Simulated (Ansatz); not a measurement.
Start from `CO[SiH](Cl)OC` and change one element to get `CO[SiH](I)OC`.

Ansatz, PBE0-D4/def2-TZVP geometries, multiplicity 1. Each molecule was computed in one conformer, which needn't be the lowest.

Elements past krypton have def2 core potentials.

| property | `CO[SiH](Cl)OC` |
| --- | --- |
| HOMO–LUMO gap (ωB97M-V/def2-TZVPP) / eV | 13.50 |
| HOMO–LUMO gap (B3LYP/def2-TZVPP) / eV | 8.96 |
| LUMO energy (ωB97M-V/def2-TZVPP) / eV | 2.52 |
| HOMO energy (PBE0/def2-TZVPP) / eV | -8.58 |
| HOMO energy (PBE/def2-TZVPP) / eV | -6.98 |
| HOMO–LUMO gap (PBE/def2-TZVPP) / eV | 7.00 |

Question: Give the same properties after the change, and the shifts. (An estimate is asked.)

Answer: Computed: 
| property | `CO[SiH](I)OC` | shift |
| --- | --- | --- |
| HOMO–LUMO gap (ωB97M-V/def2-TZVPP) / eV | 11.78 | -1.72 |
| HOMO–LUMO gap (B3LYP/def2-TZVPP) / eV | 7.30 | -1.66 |
| LUMO energy (ωB97M-V/def2-TZVPP) / eV | 2.00 | -0.52 |
| HOMO energy (PBE0/def2-TZVPP) / eV | -7.63 | 0.95 |
| HOMO energy (PBE/def2-TZVPP) / eV | -6.47 | 0.51 |
| HOMO–LUMO gap (PBE/def2-TZVPP) / eV | 5.78 | -1.22 |

With PBE0 the HOMO rises by 0.95 eV and the LUMO falls by 0.70 eV, so the gap narrows by about 1.65 eV. PBE moves the HOMO by 0.51 eV and ωB97M-V by 1.20 eV.

B3LYP here is the variant with VWN-RPA as its local correlation; programs differ in this.

Spin–orbit coupling is left out; it splits and shifts lone-pair levels of the heavy atoms by tenths of an eV.
